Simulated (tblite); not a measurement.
C6H6S2Si.
InChI=1S/C6H6S2Si/c9-6-3-5-4(8-6)1-2-7-5/h1-3H,9H3

All values are computed: GFN2-xTB (tblite) harmonic vibrations without scaling, gas phase. Errors from tens to a few hundred cm⁻¹ against measured bands are possible. Modes of hydrogen on silicon can be 10 to 20 % off.

Harmonic wavenumbers (cm⁻¹): 58.5, 89.2, 139.6, 196.9, 243.2, 332.5, 364.1, 405.9, 460.3, 477.2, 533.8, 560.4, 581.7, 589.8, 651.7, 741.9, 758.6, 774.1, 781.4, 788.0, 811.9, 814.4, 822.0, 892.9, 995.4, 1078.0, 1133.9, 1161.7, 1325.5, 1358.5, 1436.0, 1483.8, 1505.5, 2259.7, 2265.2, 2277.4, 3134.5, 3141.6, 3163.0.

A = 2709, B = 635.8, C = 518.0 MHz; mass 169.968 u (most abundant isotopes); point group Cs, symmetry number 1.

**Question.** What is the zero-point energy?

**Answer.** ½Σν̃ = 20295 cm⁻¹ = 58.03 kcal/mol.

**Question.** Give the ideal-gas entropy at 350 K and 1 bar in the rigid-rotor, harmonic-oscillator model (classical rotation).

**Answer.** Translation 42.12, rotation 30.74, vibration 29.53: S = 102.4 cal/(mol K).

**Question.** And Cp and H(350 K) − H(0)?

**Answer.** Cp = 42.44 cal/(mol K), of which vibrations give 34.49 (their classical limit is 39 R = 77.5); H(350 K) − H(0) = 8.55 kcal/mol without the zero-point energy, 5.77 from vibrations.

**Question.** Which modes carry the vibrational entropy at 350 K?

**Answer.** 58.5 cm⁻¹: 4.82; 89.2 cm⁻¹: 3.99; 139.6 cm⁻¹: 3.12; 196.9 cm⁻¹: 2.46; 243.2 cm⁻¹: 2.07; 332.5 cm⁻¹: 1.51 cal/(mol K); the other 33 give 11.55 together.

**Question.** Blend soft modes into free rotors: weight 1/[1 + (100 cm⁻¹/ν̃)⁴] for the oscillator and the rest for a rotor with moment μB/(μ + B), μ = h/(8π²ν), B = 10⁻⁴⁴ kg m². What vibrational entropy results?

**Answer.** 27.77 cal/(mol K) in place of 29.53, which changes −T·S at 350 K by +0.61 kcal/mol.

**Question.** How do the functions run with temperature in this model?

**Answer.** 
```tsv
T (K)	S (cal/(mol K))	Cp (cal/(mol K))	H − H(0) (kcal/mol)	G − H(0) (kcal/mol)	ln q(vib)
50	59.4	11.6	0.47	-2.50	0.31
100	68.8	16.1	1.16	-5.72	1.14
298.15	96.0	37.6	6.47	-22.14	5.35
373.15	105.2	44.4	9.55	-29.69	7.12
500	119.5	53.2	15.78	-43.96	10.14
750	143.3	64.1	30.57	-76.91	15.89
1000	162.7	70.5	47.46	-115.24	21.13
```

q(vib) and H(0) count from the zero-point level.

**Question.** What must be added to the electronic energy to get the Gibbs energy at 350 K and 1 bar?

**Answer.** ZPE + [H(350 K) − H(0)] − T·S = 58.03 + 8.55 − 35.84 = 30.74 kcal/mol.

Hindered rotation and anharmonicity are outside this model.
